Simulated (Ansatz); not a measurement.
Born–Oppenheimer molecular dynamics of C₂H₂FSi (6 atoms, charge 1, multiplicity 1). It starts at the highest image of a converged band, a first-order saddle point between two minima.

Method: UKS PBE0/6-31G (Ansatz 0.2.0).

| Property | Result |
| --- | --- |
| ensemble | NVE (velocity Verlet) |
| time step | 0.5 fs |
| steps asked | 200 |
| starting velocities drawn for | 100 K |
| seed | 6903 |

First frame:

```xyz
6
Properties=species:S:1:pos:R:3
F 1.418 0.314 0.954
C 0.147 0.401 0.412
C -0.376 -0.633 -0.333
Si -0.905 -2.061 -1.341
H 0.190 0.881 -0.677
H -0.475 1.099 0.985
```

Task: What does the run give?

Result: All steps were run.

- steps done: 200
- time covered: 100 fs
- mean temperature over the second half: 300 K
- spread of the potential energy over the second half: 6.5 meV per atom
- mean potential energy of the second half above the start: -17.3 meV per atom

The conserved energy stayed within 0.037 meV per atom of its start (net change -0.00017 meV per atom), so the integration is sound. The system heated up, since it started high on the potential surface and ran downhill. A run of 0.1 ps of so small a system gives no equilibrium averages. Limits of this set-up: no polarisation functions, the dipole of an ion depends on the origin.

Task: What happens to the structure?

Result: The step under study would form C3–H5 and break C2–H5. These pairs go: C3–H5 1.65 → 2.04 Å, C2–H5 1.19 → 1.10 Å. In the last frame they stand as before the step (other bonds may differ from the relaxed reactants and products). It ends as one piece, C2H2FSi (total charge +1). Pairs count as bonded within 1.25 times the sum of covalent radii (0.12 Å more for H–H). Another seed would give other details.

Task: How do temperature and energy run in time?

Result: 
```
time (fs)  T (K)  potential energy less start (eV)  conserved less start (meV/atom)
      0.0    100                             0.000                             0.00
      8.0     95                             0.003                             0.01
     16.0    325                            -0.116                             0.01
     24.0    493                            -0.203                            -0.02
     32.0    113                            -0.007                             0.02
     40.0    380                            -0.145                            -0.01
     48.0    398                            -0.154                            -0.01
     56.0    189                            -0.046                             0.02
     64.0    297                            -0.102                             0.02
     72.0    388                            -0.149                            -0.03
     80.0    221                            -0.062                             0.02
     88.0    335                            -0.122                            -0.01
     96.0    382                            -0.146                            -0.02
```

The run took 9.7 min on 1 thread of Arm Neoverse V1, with other jobs on the host, peak memory 0.13 GiB.
